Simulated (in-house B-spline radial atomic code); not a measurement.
Configurations of Yb III (Yb2+), with energies counted from [Xe] 4f14. All numbers are computed (Dirac-Hartree-Fock, average of configuration; Fermi nucleus of rms radius 5.3108 fm) with an all-electron radial atomic-structure program (B-spline basis), not measured. Energies include first-order Breit, QED and recoil terms.

Occupations are held fixed; configurations that lie above the ionisation limit could autoionise.

| configuration | E - E(ref) (eV) | highest orbital | its <r> (bohr) |
| --- | --- | --- | --- |
| [Xe] 4f13 6d1 | 11.83 | 6d5/2 | 5.86 |
| [Xe] 4f13 7p1 | 12.954 | 7p3/2 | 7.517 |
| [Xe] 4f13 8d1 | 17.208 | 8d5/2 | 15.35 |
| [Kr] 4d10 4f14 5s2 5p5 8s1 | 41.392 | 8s1/2 | 10.45 |
| [Kr] 4d10 4f14 5s2 5p5 5g1 | 42.392 | 5g7/2 | 9.159 |
| [Kr] 4d10 4f14 5s2 5p5 7f1 | 43.881 | 7f7/2 | 15.94 |
| [Kr] 4d10 4f14 5s2 5p5 9f1 | 45.374 | 9f7/2 | 29.92 |
| [Kr] 4d10 4f14 5s2 5p5 8g1 | 45.377 | 8g7/2 | 28.64 |
| [Kr] 4d9 4f14 5s2 5p6 6s1 | 189.95 | 6s1/2 | 3.223 |
| [Kr] 4d9 4f14 5s2 5p6 7p1 | 201.66 | 7p3/2 | 7.51 |
| [Kr] 4d9 4f14 5s2 5p6 8f1 | 207.19 | 8f7/2 | 22.37 |
| [Kr] 4d9 4f14 5s2 5p6 7g1 | 207.2 | 7g7/2 | 21.15 |

(1) Order these further configurations by energy, lowest first.
A. [Kr] 4d10 4f14 5s2 5p5 7s1
B. [Kr] 4d10 4f14 5s2 5p5 9g1
C. [Kr] 4d10 4f14 5s2 5p5 6g1
D. [Kr] 4d10 4f14 5s2 5p5 6s1
E. [Xe] 4f13 8g1

(2) How far above the reference does [Kr] 4d9 4f14 5s2 5p6 9s1 lie?

(3) How far above the reference does [Kr] 4d9 4f14 5s2 5p6 6p1 lie?

(4) How far above the reference does [Kr] 4d9 4f14 5s2 5p6 7s1 lie?

(5) One of these lies 17.58 eV from the reference. Which?
A. [Xe] 4f13 6g1
B. [Kr] 4d9 4f14 5s2 5p6 7f1
C. [Kr] 4d10 4f14 5s2 5p5 9d1
D. [Kr] 4d9 4f14 5s2 5p6 9g1

Results:

(1) E (19.072 eV), D (27.773 eV), A (37.535 eV), C (43.889 eV), B (45.779 eV).

(2) 205.72 eV; its least bound orbital is 9s1/2 with <r> = 15.45 bohr.

(3) 194.75 eV; its least bound orbital is 6p3/2 with <r> = 4.024 bohr.

(4) 199.87 eV; its least bound orbital is 7s1/2 with <r> = 6.322 bohr.

(5) A.
